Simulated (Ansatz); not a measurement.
CHO$_{2}$ (SMILES O=[C]O), doublet, geometry from GFN2-xTB, atoms displaced at random by about 0.05 Å a coordinate; PBE0/6-31G* (Ansatz, a program for electronic structure).

Ansatz was given this input:
Ansatz 0.2 input:
```yaml
crystal:
  periodic: [false, false, false]
  atoms:
    - {symbol: O, position_ang: [-0.98888884, -0.35728658, 0.03213890]}
    - {symbol: C, position_ang: [0.04867839, 0.34882446, -0.03805703]}
    - {symbol: O, position_ang: [1.23329193, 0.22379125, 0.04187013]}
    - {symbol: H, position_ang: [-0.85104945, -1.37320802, -0.06881344]}
basis:
  gaussian:
    orbitals: 6-31G*
hamiltonian:
  xc: pbe0
magnetization: {spin_polarized: true, initial_magnetization: 1}
relax: {escape_saddle: false}
```

Task: Predict the main parts of the log of this Ansatz run.

Result: 
```
Functional definition: PBE0
465 factors; integrals over basis functions are off by at most 4.6e-4 eV
mean field evaluation 1: about -5136.3805 eV, gradient 3.1e1 eV
mean field evaluation 2: about -5130.4124 eV, gradient 5.1e1 eV
mean field evaluation 4: about -5139.5914 eV, gradient 2.4e0 eV
mean field evaluation 8: about -5139.6315 eV, gradient 5.8e-2 eV
mean field evaluation 16: about -5139.6315 eV, gradient 4.9e-5 eV
mean field -5139.63152119 eV, -188.8779746364 hartree, gradient 4.9e-5 eV, S^2 0.753649; 0 other end points of the search recorded, 0 dependent functions left out
the calculation of the forces begins
reference -5139.63153096 eV, -188.8779749955 hartree; 12, 11 occupied and 35, 36 virtual orbitals, 465 factors
relax step   1: F+E_penalty+E_count = -5139.63152119 eV  Δ(F+E_penalty+E_count) = +0.000e0 eV  max|allowed force component| = 3.380e0 eV/Å  Δτ_max = 0.0000 Å  (28 SCF iters, accepted)
these checks for a lower state are left out or cut short: starts, cluster_reference, orbital_swaps, neighbouring_geometries, increment
465 factors; integrals over basis functions are off by at most 4.3e-4 eV
mean field -5139.80034634 eV, -188.8841788463 hartree, gradient 7.7e-6 eV, S^2 0.753404; 0 other end points of the search recorded, 0 dependent functions left out
the calculation of the forces begins
reference -5139.80035635 eV, -188.8841792139 hartree; 12, 11 occupied and 35, 36 virtual orbitals, 465 factors
relax step   2: F+E_penalty+E_count = -5139.80034634 eV  Δ(F+E_penalty+E_count) = -1.688e-1 eV  max|allowed force component| = 1.781e0 eV/Å  Δτ_max = 0.0493 Å  (34 SCF iters, accepted)
these checks for a lower state are left out or cut short: starts, cluster_reference, orbital_swaps, neighbouring_geometries, increment
465 factors; integrals over basis functions are off by at most 3.9e-4 eV
mean field evaluation 32: about -5139.8692 eV, gradient 2.3e-5 eV
mean field -5139.86918704 eV, -188.8867086954 hartree, gradient 2.3e-5 eV, S^2 0.753211; 0 other end points of the search recorded, 0 dependent functions left out
the calculation of the forces begins
reference -5139.86919731 eV, -188.8867090726 hartree; 12, 11 occupied and 35, 36 virtual orbitals, 465 factors
relax step   3: F+E_penalty+E_count = -5139.86918704 eV  Δ(F+E_penalty+E_count) = -6.884e-2 eV  max|allowed force component| = 5.352e-1 eV/Å  Δτ_max = 0.0679 Å  (33 SCF iters, accepted)
[...]
relax step   4: F+E_penalty+E_count = -5139.87832129 eV  Δ(F+E_penalty+E_count) = -9.134e-3 eV  max|allowed force component| = 4.541e-1 eV/Å  Δτ_max = 0.0295 Å  (34 SCF iters, accepted)
relax step   5: F+E_penalty+E_count = -5139.87968400 eV  Δ(F+E_penalty+E_count) = -1.363e-3 eV  max|allowed force component| = 2.483e-2 eV/Å  Δτ_max = 0.0033 Å  (28 SCF iters, accepted)
[...]
these checks for a lower state are left out or cut short: starts, cluster_reference, orbital_swaps, neighbouring_geometries, increment
465 factors; integrals over basis functions are off by at most 4.0e-4 eV
mean field -5139.87966263 eV, -188.8870936660 hartree, gradient 1.5e-5 eV, S^2 0.753241; 0 other end points of the search recorded, 0 dependent functions left out
the calculation of the forces begins
reference -5139.87967282 eV, -188.8870940404 hartree; 12, 11 occupied and 35, 36 virtual orbitals, 465 factors
relax step   6: F+E_penalty+E_count = -5139.87966263 eV  Δ(F+E_penalty+E_count) = +2.138e-5 eV  max|allowed force component| = 4.143e-2 eV/Å  Δτ_max = 0.0014 Å  (28 SCF iters, rejected (line search))
these checks for a lower state are left out or cut short: starts, cluster_reference, orbital_swaps, neighbouring_geometries, increment
465 factors; integrals over basis functions are off by at most 4.0e-4 eV
mean field -5139.87968798 eV, -188.8870945976 hartree, gradient 3.3e-5 eV, S^2 0.753238; 0 other end points of the search recorded, 0 dependent functions left out
the calculation of the forces begins
reference -5139.87969817 eV, -188.8870949720 hartree; 12, 11 occupied and 35, 36 virtual orbitals, 465 factors
relax step   7: F+E_penalty+E_count = -5139.87968798 eV  Δ(F+E_penalty+E_count) = -3.974e-6 eV  max|allowed force component| = 1.559e-3 eV/Å  Δτ_max = 0.0003 Å  (22 SCF iters, accepted)
465 factors; integrals over basis functions are off by at most 4.0e-4 eV
mean field evaluation 64: about -5139.8794 eV, gradient 1.6e-1 eV
mean field -5139.87968798 eV, -188.8870945976 hartree, gradient 3.3e-5 eV, S^2 0.753238; 1 other end points of the search recorded, 0 dependent functions left out
the calculation of the forces begins
reference -5139.87969817 eV, -188.8870949720 hartree; 12, 11 occupied and 35, 36 virtual orbitals, 465 factors
Total energy: -5139.87969817 eV, -188.8870949720 hartree
Atom 0 at    -1.034976    -0.377292    -0.016564 Å, force     0.000776     0.000555     0.000269 eV/Å
Atom 1 at     0.031233     0.404557     0.015058 Å, force     0.000795    -0.001551    -0.000294 eV/Å
Atom 2 at     1.186523     0.126341     0.013226 Å, force    -0.001559     0.000628     0.000147 eV/Å
Atom 3 at    -0.740748    -1.311485    -0.044581 Å, force    -0.000012     0.000368    -0.000123 eV/Å
Dipole moment:    -0.211467    -0.359885    -0.012787 e Å
```
